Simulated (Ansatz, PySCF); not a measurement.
Caution: the highest occupied level lies above zero, so the state may not be bound. This singlet lies 0.75 eV below the relaxed triplet at the level frozen-core CCSD(T)/aug-cc-pVDZ // PBE0-D3(BJ)/def2-TZVPD (Ansatz, a program for electronic structure).

Cartesian coordinates (Å):
SMILES: [B-](N)N
```xyz
7

N     -1.1925    -0.1171    -0.0229
B      0.0192    -0.5573    -0.6406
N      1.1957     0.0279    -0.0776
H     -2.0967    -0.4384    -0.3017
H     -1.2121     0.5561     0.7524
H      1.1687     0.7043     0.6947
H      2.1179    -0.1754    -0.4043
```
Charge -1, spin multiplicity 1.

Q: What HOMO and total energy does PySCF 2.14.0 with PBE0-D3(BJ)/def2-TZVPD give?

A: 
```yaml
HOMO: 1.19 eV
total_energy: -136.6573 Ha
```
